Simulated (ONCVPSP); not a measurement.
**PBE ONCV dataset for V (Z = 23), scalar-relativistic all-electron reference.**

```json
{
 "Element": "vanadium (V)",
 "Generator": "ONCVPSP 4.0.1",
 "Type": "optimised norm-conserving Vanderbilt (ONCV)",
 "Functional": "PBE",
 "Relativity": "scalar-relativistic",
 "Frozen core": "[Ne]",
 "Valence charge": "13",
 "Reference configuration": "3s2 3p6 3d3 4s2",
 "Partial waves": "3s+4s: rc 1.35 bohr, ncon 5, nbas 10, qcut 9.6 1/bohr, 2 projectors; 3p: rc 1.45 bohr, ncon 4, nbas 7, qcut 7.6 1/bohr, 2 projectors, debl 2.8 Ha; 3d: rc 1.35 bohr, ncon 4, nbas 9, qcut 12.8 1/bohr, 2 projectors, debl 3.8 Ha; f scattering state at 0.07 Ha: rc 1.25 bohr, ncon 4, nbas 9, qcut 7.2 1/bohr, 2 projectors, debl 3.6 Ha",
 "Local potential": "polynomial inside 1.20 bohr (lpopt 5, dvloc0 0 Ha)",
 "Core correction": "Teter function, fcfact 5.25, rcfact 1.05"
}
```

- Cutoffs needed: 54 Ha and 63 Ha (the cutoffs (Ha) at which the residual kinetic energy of the hardest occupied pseudo-wave falls to 1 and 0.1 mHa per electron)
- Ghost test: no bound ghost flagged; no localised positive-energy state flagged
- Largest excitation error: +12 meV (all-electron minus pseudo) for 3s2 3p6 3d2 4s2, out of 4 test configurations
- rms error of d²Exc/dni dnj: 1.50 mHa without and 1.36 mHa with the model core
